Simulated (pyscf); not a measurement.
A first-order saddle from PySCF, ωB97X-D3(BJ)/def2-SVP:

```
Si
H 1 1.5081
H 1 1.5595 2 107.13
P 3 2.1072 1 69.66 2 -90.88
H 4 1.4269 3 73.50 1 -114.21
```
Charge 0, spin multiplicity 1.

Surface: singlet, charge 0. Lowest wavenumbers (cm⁻¹): 1032i, 541, 574, 791, 843.

Question: Name the species on either side of this saddle.

Answer: H₂Si=PH <-> :HSi–PH₂ [singlet], a hydrogen shift read from left to right: H–Si broken and H–P formed. At CCSD(T)/def2-TZVPP + ΔMP2(QZVPP) it lies +1.59 eV from the left side and +0.98 eV from the right (each side as separated species at their lowest minima found). This is the saddle that the search found; another between the same sides may lie lower. One closed-shell reference is unstable to symmetry breaking; treat the single-reference values with care. The CCSD(T) − MP2 part came from Ansatz, without density fitting, on the same reference. The largest closed-shell T1 diagnostic is 0.038, which may signal static correlation.
